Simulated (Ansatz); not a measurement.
`C=C[SiH2]Cl` + `[AlH3]` → `C=C[SiH2][AlH2]` + HCl  (formal exchange of groups at the Si–Cl bond)

Calculated with Ansatz (gas phase, PBE0-D4/def2-TZVP geometries, no zero-point term in ΔE). CBS: MP2 limit from def2 TZ/QZ plus the TZ coupled-cluster correction, frozen cores. This one scheme is used for every species. Functionals use def2-TZVPP. B3LYP here is the variant with VWN-RPA as its local correlation; programs differ in this. Each species was taken in one conformer, which may not be the lowest.

| level | ΔE (kJ/mol) |
| --- | --- |
| B3LYP-D4 | 97.4 |
| PBE0 | 86.8 |

**Question.** What does CCSD(T)/CBS give? (Best estimate.)

**Answer.** Computed: +97.5 kJ/mol. The listed levels differ from it by -0.1, -10.7 kJ/mol.

Largest T1 diagnostic among the species: 0.012.

From PBE to PBE0 (25 % exact exchange), in def2-TZVPP and without D4, ΔE moves by +6.7 kJ/mol. Leaving LDA and LC-ωPBE aside and taking each functional with its dispersion term where it has one, the values, not all of them listed here, spread over 25.9 kJ/mol, from PBE-D4 to B97M-V.
